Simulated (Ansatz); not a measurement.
`O=C[SiH2][SiH3]` + `FC1(Br)C=C1` → `FC1([SiH3])C=C1` + `O=C[SiH2]Br`  (formal exchange of groups at the Si–Si bond)

Program: Ansatz. Geometries: PBE0-D4/def2-TZVP. ΔE: electronic, gas phase. CCSD(T)/CBS adds triple-zeta CCSD(T) − MP2 to the extrapolated MP2 energy (def2 sets, frozen cores). DFT in def2-TZVPP. For Br outer-core shells are correlated without core-valence functions, which leaves a few kJ/mol of doubt a bond. Scalar relativity is left out up to krypton. Each species was taken in one conformer, which may not be the lowest.

```tsv
species	ωB97M-V energy (Eh)
`O=C[SiH2][SiH3]`	-695.85462
`FC1(Br)C=C1`	-2789.30210
`FC1([SiH3])C=C1`	-506.55499
`O=C[SiH2]Br`	-2978.65329
```

Q: Work out ΔE.

A: ΔE = (-506.55499) + (-2978.65329) − (-695.85462) − (-2789.30210) = -0.05156 Eh = -1.40 eV. CCSD(T)/CBS gives -1.40 eV.

Largest T1 diagnostic among the species: 0.016.

In def2-TZVPP, CCSD(T) changes the Hartree–Fock value by +0.19 eV (the triples alone add +0.03 eV) and MP2 by +0.10 eV. From PBE to PBE0 (25 % exact exchange), in def2-TZVPP and without D4, ΔE moves by −0.09 eV.
